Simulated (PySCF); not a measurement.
Geometry:
```json
{"atom": "C1", "x (Å)": "2.502", "y (Å)": "0.090", "z (Å)": "-0.045"}
{"atom": "C2", "x (Å)": "1.093", "y (Å)": "-0.372", "z (Å)": "0.136"}
{"atom": "N3", "x (Å)": "0.107", "y (Å)": "0.134", "z (Å)": "-0.475"}
{"atom": "Si4", "x (Å)": "-1.552", "y (Å)": "-0.414", "z (Å)": "-0.275"}
{"atom": "N5", "x (Å)": "-2.658", "y (Å)": "0.824", "z (Å)": "0.190"}
{"atom": "H6", "x (Å)": "3.131", "y (Å)": "-0.740", "z (Å)": "-0.410"}
{"atom": "H7", "x (Å)": "2.931", "y (Å)": "0.406", "z (Å)": "0.921"}
{"atom": "H8", "x (Å)": "2.542", "y (Å)": "0.923", "z (Å)": "-0.760"}
{"atom": "H9", "x (Å)": "0.976", "y (Å)": "-1.213", "z (Å)": "0.863"}
{"atom": "H10", "x (Å)": "-1.983", "y (Å)": "-0.930", "z (Å)": "-1.606"}
{"atom": "H11", "x (Å)": "-1.610", "y (Å)": "-1.485", "z (Å)": "0.777"}
{"atom": "H12", "x (Å)": "-2.622", "y (Å)": "1.184", "z (Å)": "1.138"}
{"atom": "H13", "x (Å)": "-2.851", "y (Å)": "1.576", "z (Å)": "-0.463"}
```

Geometry: PBE0-D3(BJ)/def2-SVP; GIAO absolute shieldings from PySCF 2.14.0 with density-fitted response routines, gas phase, non-relativistic, averaged over equivalent atoms.

At KT3/pcSseg-2 (299 basis functions, 48 s wall time on 1 thread of an Arm Neoverse V2, shared host):
```csv
atoms,σ (ppm)
C2,12.4
C1,150.4
N3,-108.4
N5,234.1
Si4,385.2
H9,22.57
H10/H11,26.56
H6/H7/H8,29.32
H12/H13,30.55
```

Q: What do these become at B97-D/pcSseg-2?

A: 
```csv
atoms,σ at B97-D/pcSseg-2,change
C2,3.1,-9.3
C1,147.0,-3.4
N3,-122.8,-14.4
N5,233.6,-0.5
Si4,367.2,-18.0
H9,22.43,-0.14
H10/H11,26.53,-0.03
H6/H7/H8,29.32,+0.00
H12/H13,30.61,+0.06
```

The largest change is at Si4 (silicon bonded to 2 N, 2 H). Cost: 299 basis functions, 49 s wall time on 1 thread of an Arm Neoverse V2, shared host.
